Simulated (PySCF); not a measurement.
A structure optimised at PBE0-D3(BJ)/def2-SVP, used in a PySCF frequency run:

```
C
O 1 1.1991
O 1 1.3238 2 126.51
O 1 1.3424 2 125.72 3 -179.88
C 4 1.3588 1 117.81 2 -1.51
H 5 1.0869 4 113.64 1 172.73
H 5 1.0893 6 126.11 4 163.24
C 3 1.4164 1 115.21 2 -0.07
H 8 1.0958 3 106.11 1 179.90
H 8 1.1000 9 110.19 3 120.11
H 8 1.1000 9 110.18 10 119.78
```
Charge 0, spin multiplicity 2.

### Question
Write its SMILES and formula.

### Answer
[CH2]OC(=O)OC, C₃H₅O₃

### Question
What are its rotational constants (standard atomic weights)?

### Answer
10.787, 2.4826, 2.0448 GHz
